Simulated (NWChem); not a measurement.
Everything below was run with NWChem. System: H6InOP, charge 0, spin multiplicity 1, at a geometry optimised with B3LYP/def2-SVP with def2 effective core potentials on In. The structure started from a generated list of species. Level: B3LYP/def2-TZVP with def2 effective core potentials on In, VWN1-RPA local correlation.

Input file:

```
start mol
memory heap 200 mb stack 800 mb global 1000 mb
geometry units angstroms nocenter noautoz noautosym
  In     0.139283     0.670995     0.387278
  H      0.416687     0.197912     2.023330
  H      1.009338     1.757536    -0.647335
  O     -1.749092     0.170300    -0.220731
  H     -2.011373     0.646858    -1.020078
  P      0.460227    -1.946148    -0.920801
  H     -0.106658    -1.906111    -2.221913
  H     -0.498708    -2.813766    -0.337974
  H      1.455197    -2.931371    -1.194767
end
basis spherical
  * library def2-tzvp
end
ecp
  In library def2-ecp
end
dft
  xc b3lyp
  semidirect memsize 60000000 filesize 0
  iterations 100
end
task dft energy
```

Part of the output:

```
             Northwest Computational Chemistry Package (NWChem) 7.3.0
             --------------------------------------------------------

                                NWChem Input Module
                                -------------------

 Scaling coordinates for geometry "geometry" by  1.889725989
 (inverse scale =  0.529177249)

                             Geometry "geometry" -> ""
                             -------------------------

 Output coordinates in angstroms (scale by  1.889725989 to convert to a.u.)

  No.       Tag          Charge          X              Y              Z
 ---- ---------------- ---------- -------------- -------------- --------------
    1 In                  49.0000     0.13928300     0.67099500     0.38727800
    2 H                    1.0000     0.41668700     0.19791200     2.02333000
    3 H                    1.0000     1.00933800     1.75753600    -0.64733500
    4 O                    8.0000    -1.74909200     0.17030000    -0.22073100
    5 H                    1.0000    -2.01137300     0.64685800    -1.02007800
    6 P                   15.0000     0.46022700    -1.94614800    -0.92080100
    7 H                    1.0000    -0.10665800    -1.90611100    -2.22191300
    8 H                    1.0000    -0.49870800    -2.81376600    -0.33797400
    9 H                    1.0000     1.45519700    -2.93137100    -1.19476700

 Effective nuclear repulsion energy (a.u.)     350.4435557247

            Nuclear Dipole moment (a.u.)
            ----------------------------
        X                 Y               Z
 ---------------- ---------------- ----------------
     0.0000359048    -0.0000132281     0.0000415740


 Summary of "ao basis" -> "" (spherical)
 ------------------------------------------------------------------------------
       Tag                 Description            Shells   Functions and Types
 ---------------- ------------------------------  ------  ---------------------
 *                         def2-tzvp                  on all atoms

                                 NWChem DFT Module
                                 -----------------
[...]
 Vector   25  Occ=2.000000D+00  E=-2.667255D-01
              MO Center= -1.2D+00, -9.5D-02, -2.2D-01, r^2= 2.8D+00
   Bfn.  Coefficient  Atom+Function         Bfn.  Coefficient  Atom+Function
  ----- ------------  ---------------      ----- ------------  ---------------
    69      0.267168  4 O  py                70      0.246556  4 O  pz
    72      0.217294  4 O  py                68     -0.203895  4 O  px
    73      0.200255  4 O  pz                75      0.196479  4 O  py
   104      0.177392  6 P  s                 76      0.172339  4 O  pz
    71     -0.164736  4 O  px                74     -0.156299  4 O  px

 Vector   26  Occ=0.000000D+00  E=-3.064285D-02
              MO Center=  1.4D-01,  6.4D-01,  3.3D-01, r^2= 7.5D+00
   Bfn.  Coefficient  Atom+Function         Bfn.  Coefficient  Atom+Function
  ----- ------------  ---------------      ----- ------------  ---------------
   104      0.544230  6 P  s                 20      0.444503  1 In py
    17      0.403966  1 In py                19     -0.328079  1 In px
   118      0.242124  6 P  py               103      0.202225  6 P  s
   139     -0.189898  7 H  s                 14      0.185095  1 In py
    18      0.184307  1 In pz                11     -0.180716  1 In py

 Vector   27  Occ=0.000000D+00  E=-1.984788D-02
              MO Center=  1.7D-01, -3.8D-01, -3.0D-01, r^2= 7.9D+00
   Bfn.  Coefficient  Atom+Function         Bfn.  Coefficient  Atom+Function
  ----- ------------  ---------------      ----- ------------  ---------------
   151      0.636980  9 H  s                  6      0.521674  1 In s
   104     -0.498891  6 P  s                  5      0.395697  1 In s
   117     -0.397605  6 P  px                19     -0.387260  1 In px
    59     -0.363907  3 H  s                  2      0.329538  1 In s
    53     -0.272043  2 H  s                 21     -0.248734  1 In pz

 Vector   28  Occ=0.000000D+00  E=-4.276849D-03
              MO Center=  4.7D-01, -1.9D+00, -9.0D-01, r^2= 3.6D+00
   Bfn.  Coefficient  Atom+Function         Bfn.  Coefficient  Atom+Function
  ----- ------------  ---------------      ----- ------------  ---------------
   119      0.978482  6 P  pz               139      0.946437  7 H  s
   145     -0.910696  8 H  s                118     -0.431938  6 P  py
   116      0.223119  6 P  pz               117     -0.206616  6 P  px
   138      0.166913  7 H  s                144     -0.166421  8 H  s
   113      0.129641  6 P  pz                53     -0.122040  2 H  s

 center of mass
 --------------
 x =   0.02868728 y =   0.16268460 z =   0.10154544

 moments of inertia (a.u.)
 ------------------
         885.830010616711          86.090103278270          -0.092489381444
          86.090103278270         433.084845960507        -326.163092136102
          -0.092489381444        -326.163092136102         919.553363976450

     Multipole analysis of the density
     ---------------------------------

     L   x y z        total         alpha         beta         nuclear
     -   - - -        -----         -----         ----         -------
     0   0 0 0      0.000000    -25.000000    -25.000000     50.000000

     1   1 0 0      0.632668      4.001210      4.001210     -7.369752
     1   0 1 0     -0.526900     17.488510     17.488510    -35.503921
     1   0 0 1     -0.685379      9.903180      9.903180    -20.491739

     2   2 0 0    -37.149634    -82.273333    -82.273333    127.397031
     2   1 1 0     -2.718333     27.136532     27.136532    -56.991397
     2   1 0 1      1.081614      2.731439      2.731439     -4.381264
     2   0 2 0    -30.238336   -176.155097   -176.155097    322.071858
     2   0 1 1      1.724763    -69.358981    -69.358981    140.442725
     2   0 0 2    -33.453517    -67.238788    -67.238788    101.024059

 Task  times  cpu:       26.2s     wall:       26.2s

 Total times  cpu:       26.2s     wall:       26.2s
```
